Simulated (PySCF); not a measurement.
Relaxation of singlet BCl₄⁻

Method: PySCF, PBE0, basis B def2-SVPD, Cl def2-SVPD (no relativity, density fitting). A (50,194) grid was used.

A hand-made square planar start, of D4h symmetry, held to at least that symmetry:

```xyz
5
charge -1 multiplicity 1, angstrom
B     0.0000    0.0000    0.0000
Cl    1.8400    0.0000    0.0000
Cl    0.0000    1.8400    0.0000
Cl   -1.8400    0.0000    0.0000
Cl    0.0000   -1.8400    0.0000
```

At each step, columns x, y, z (Å) and Fx, Fy, Fz (eV/Å):

```
step 0  E − E(last) = 86.44 kJ/mol
B    0.000   0.000   0.000   0.000   0.000   0.000
Cl   1.840   0.000   0.000   3.495   0.000   0.000
Cl   0.000   1.840   0.000   0.000   3.495   0.000
Cl  -1.840   0.000   0.000  -3.495   0.000   0.000
Cl   0.000  -1.840   0.000   0.000  -3.495   0.000
step 1  E − E(last) = 11.58 kJ/mol
B    0.000   0.000   0.000   0.000   0.000   0.000
Cl   1.927   0.000   0.000   1.114   0.000   0.000
Cl   0.000   1.927   0.000   0.000   1.114   0.000
Cl  -1.927   0.000   0.000  -1.114   0.000   0.000
Cl   0.000  -1.927   0.000   0.000  -1.114   0.000
step 2  E − E(last) = 0.93 kJ/mol
B    0.000   0.000   0.000   0.000   0.000   0.000
Cl   1.967   0.000   0.000   0.297   0.000   0.000
Cl   0.000   1.967   0.000   0.000   0.297   0.000
Cl  -1.967   0.000   0.000  -0.297   0.000   0.000
Cl   0.000  -1.967   0.000   0.000  -0.297   0.000
step 3  E − E(last) = 0.01 kJ/mol
B    0.000   0.000   0.000   0.000   0.000   0.000
Cl   1.981   0.000   0.000   0.036   0.000   0.000
Cl   0.000   1.981   0.000   0.000   0.036   0.000
Cl  -1.981   0.000   0.000  -0.036   0.000   0.000
Cl   0.000  -1.981   0.000   0.000  -0.036   0.000
step 4  E − E(last) = 0.00 kJ/mol
B    0.000   0.000   0.000   0.000   0.000   0.000
Cl   1.983   0.000   0.000   0.001   0.000   0.000
Cl   0.000   1.983   0.000   0.000   0.001   0.000
Cl  -1.983   0.000   0.000  -0.001   0.000   0.000
Cl   0.000  -1.983   0.000   0.000  -0.001   0.000
```

It ends at D4h with B–Cl 1.983 Å (×4); Cl–B–Cl 90.0° (×4), Cl–B–Cl 180.0° (×2). A frequency run shows 2 imaginary modes, down to 155i cm⁻¹, so it is a higher-order saddle point. Other isomers or separated fragments may lie lower.

The relaxation took of the order of 30 core-seconds on a shared host.
